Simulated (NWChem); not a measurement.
System: C₂H₆Zn; SMILES [CH3][Zn][CH3]

Here is an NWChem input.

```
start job
memory heap 200 mb stack 900 mb global 1100 mb
geometry units angstroms noautoz
  Zn     0.000000     0.000000     0.000000
  C      0.000000     0.000000     1.946931
  H     -1.022700     0.077572     2.351444
  H      0.578530     0.846898     2.351444
  H      0.444170    -0.924470     2.351444
  C      0.000000     0.000000    -1.946931
  H     -0.578530    -0.846898    -2.351444
  H      1.022700    -0.077572    -2.351444
  H     -0.444170     0.924470    -2.351444
end
basis spherical
  * library def2-svp
end
dft
  xc m06-l
  iterations 150
  mulliken
end
task dft energy
```

All runs use the structure optimised with PBE0/def2-SVP.

**Question.** Predict the main results of this run. (M06-L/def2-SVP.) Quantities: energy (Ha); highest occupied level (eV); orbital gap (eV).

**Answer.** 
```json
{
 "energy (Ha)": "-1858.82",
 "highest occupied level (eV)": "-6.03",
 "orbital gap (eV)": "6.37"
}
```
